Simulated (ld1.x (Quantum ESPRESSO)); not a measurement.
Sc: one change to a TM potential, before and after

ld1.x (Quantum ESPRESSO) 7.5 input, shortened:

```
&input
   title='Sc', zed=21., rel=1, dft='WC', iswitch=3,
   config='[Ar] 3d1 4s1 4p0 4f-2'
 /
 &inputp
   pseudotype=2, tm=.true., lloc=2,
   nlcc=.true., rcore=1.10
 /
4
4S  1  0   1.00   0.00  2.55  2.55  0.0
3P  2  1   6.00   0.00  1.50  1.50  0.0
4F  4  3  -2.00   0.40  3.00  3.00  0.0
3D  3  2   1.00   0.00  2.90  2.90  0.0
 &test
   configts(1)='3p6 3d1 4s1 4p0'
 /
```

Change: reference 3p6 3d1 4s1.75 4p0.25 (4p counted twice).

Cutoffs: the cutoffs (Ry, on a coarse ladder) from which the occupation-weighted sum of valence levels, in a spherical-Bessel basis at the reference potential, stays within 10 and 1 mRy of its value at 400 Ry; they do not see the model core or the augmentation charge, which bear on the density cutoff. Errors are all-electron minus pseudo energies relative to the spin-unpolarised reference configuration.

**Question.** What does the change do?

**Answer.** The potential gets neither clearly harder nor softer (35 Ry and 70 Ry → 35 Ry and 70 Ry); both files keep a bound ghost (s); the miss of the reference levels goes from 0.00 to 0.28 eV. In the changed file ld1.x takes every shell without a wave as core, so the model core holds the 4p electrons as well and exchange and correlation see them twice. This cancels in the reference configuration, but the file is broken for other ones, and its errors say nothing about a proper core correction.

| quantity | base | changed |
| --- | --- | --- |
| cutoff, loose | 35 Ry | 35 Ry |
| cutoff, tight | 70 Ry | 70 Ry |
| loose cutoff by channel (10 mRy a level) | s 6 Ry, p 30 Ry, d 30 Ry | s 6 Ry, p 30 Ry, d 25 Ry |
| bound ghosts | s | s |
| largest miss of a reference level, eV | 0.00 | 0.28 |
| largest error over its own tests, meV | -689 | -375 |
| s: phases at 3.24 bohr within 0.05 rad from the reference energy up to (Ry; the scan ends near 5) | n/a | 2.5 |
| p: phases at 3.24 bohr within 0.05 rad from the reference energy up to (Ry; the scan ends near 5) | -1.0 | -0.6 |
| d: phases at 3.24 bohr within 0.05 rad from the reference energy up to (Ry; the scan ends near 5) | -0.2 | 0.3 |
| f: phases at 3.24 bohr within 0.05 rad from the reference energy up to (Ry; the scan ends near 5) | 2.6 | 3.1 |

 A true bound ghost makes a file unfit for plane-wave use even where its test errors are small: the radial tests pick states by their node count and pass the ghost by.
